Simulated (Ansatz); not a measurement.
Cu(AsH3)Me (CH₆AsCu). Total charge 0; singlet. Geometry B3LYP-D4/def2-SVP.

```xyz
9

Cu   -0.138    0.115    0.256
As    0.921   -0.764   -1.651
H     0.211   -1.778   -2.532
H     2.226   -1.531   -1.533
H     1.367    0.151   -2.778
C    -1.011    0.839    1.817
H    -0.328    1.488    2.393
H    -1.357    0.036    2.491
H    -1.892    1.444    1.537
```

Q: Estimate the orbital energies around the gap (eV) in Ansatz with HF/STO-3G, PBE-D4/def2-SVP, r2SCAN-D4/def2-TZVP, B97M-V/def2-TZVP, r2SCAN0-D4/def2-TZVP.

A: 
| orbital | HF/STO-3G | PBE-D4/def2-SVP | r2SCAN-D4/def2-TZVP | B97M-V/def2-TZVP | r2SCAN0-D4/def2-TZVP |
| --- | --- | --- | --- | --- | --- |
| HOMO−5 | -9.67 | -6.08 | -6.46 | -6.49 | -7.82 |
| HOMO−4 | -9.64 | -5.33 | -5.78 | -5.93 | -7.65 |
| HOMO−3 | -9.25 | -5.33 | -5.78 | -5.93 | -7.65 |
| HOMO−2 | -7.09 | -5.01 | -5.64 | -5.77 | -7.57 |
| HOMO−1 | -6.20 | -5.01 | -5.64 | -5.77 | -7.57 |
| HOMO | -1.86 | -4.54 | -4.84 | -4.85 | -5.85 |
| LUMO | 4.14 | -1.11 | -1.13 | -1.23 | -0.40 |
| LUMO+1 | 4.32 | -1.11 | -1.13 | -1.23 | -0.40 |
| LUMO+2 | 10.79 | -0.87 | -0.69 | -1.07 | -0.09 |
| LUMO+3 | 10.80 | 1.14 | 1.24 | 0.82 | 1.87 |
| LUMO+4 | 13.54 | 1.90 | 2.08 | 1.89 | 2.76 |
| LUMO+5 | 17.15 | 2.76 | 2.26 | 2.13 | 3.09 |
